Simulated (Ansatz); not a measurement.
`O[SiH2]C[Si](O)(O)O` + `O[SiH](Cl)Cl` → `O[SiH2]O[SiH](Cl)Cl` + `C[Si](O)(O)O`  (ligand exchange at the Si–C bond)

Gas-phase electronic energies from Ansatz, PBE0-D4/def2-TZVP geometries. CBS: MP2 limit from def2 TZ/QZ plus the TZ coupled-cluster correction, frozen cores. This one scheme is used for every species. Functionals use def2-TZVPP. B3LYP here is the variant with VWN-RPA as its local correlation; programs differ in this. Each species was taken in one conformer, which may not be the lowest.

`O[SiH2]C[Si](O)(O)O`:

```xyz
15

O    -0.558   -0.516   -2.419
Si   -1.554   -0.301   -1.133
C    -0.763    0.840    0.123
Si    0.840    0.182    0.759
O     1.762    1.222    1.620
O     0.611   -1.103    1.754
O     1.683   -0.204   -0.606
H     0.377   -0.530   -2.177
H    -2.837    0.233   -1.652
H    -1.837   -1.596   -0.435
H    -1.449    0.990    0.964
H    -0.594    1.815   -0.347
H     1.725    1.136    2.574
H    -0.022   -1.769    1.478
H     2.616   -0.402   -0.502
```

`O[SiH](Cl)Cl`:

```xyz
6

O     0.260   -1.309    0.128
Si    0.182    0.285   -0.162
Cl    0.104    1.349    1.578
Cl   -1.484    0.757   -1.243
H    -0.448   -1.734    0.616
H     1.385    0.651   -0.917
```

`O[SiH2]O[SiH](Cl)Cl`:

Cartesian coordinates in Å:
```
O 1.173 0.582 -1.815
Si 1.299 0.628 -0.188
O -0.184 0.576 0.533
Si -1.479 -0.349 0.752
Cl -1.669 -1.639 -0.830
Cl -1.285 -1.452 2.451
H 0.855 -0.225 -2.224
H 2.081 -0.522 0.327
H 1.903 1.930 0.147
H -2.694 0.469 0.847
```

`C[Si](O)(O)O`:

Cartesian coordinates in Å:
```
C 0.673 -0.222 1.301
Si -0.136 -0.031 -0.348
O 0.905 -0.220 -1.600
O -0.753 1.480 -0.575
O -1.281 -1.199 -0.416
H 1.434 0.546 1.452
H -0.057 -0.145 2.111
H 1.153 -1.200 1.377
H 1.144 0.579 -2.071
H -1.415 1.790 0.044
H -1.667 -1.378 -1.275
```

CCSD(T)/CBS gives -1.10 eV.

(1) Another level gave -1.12 eV. Which?
A. PBE-D4/def2-TZVPP
B. ωB97X-V/def2-TZVPP
C. B3LYP-D4/def2-TZVPP
D. PBE0/def2-TZVPP

Largest T1 diagnostic among the species: 0.011.

Answers

(1) C. B3LYP-D4 -1.12, PBE-D4 -0.93, ωB97X-V -1.07, PBE0 -1.00 eV.

The D4 term adds +0.03 eV with B3LYP and +0.02 eV with PBE0; it sums over pairs of atoms, weighted by their polarisabilities, and B3LYP, whose exchange is more repulsive, gets the larger term. From PBE to PBE0 (25 % exact exchange), in def2-TZVPP and without D4, ΔE moves by −0.05 eV. In def2-TZVPP, CCSD(T) changes the Hartree–Fock value by +0.28 eV (the triples alone add +0.04 eV) and MP2 by +0.28 eV.
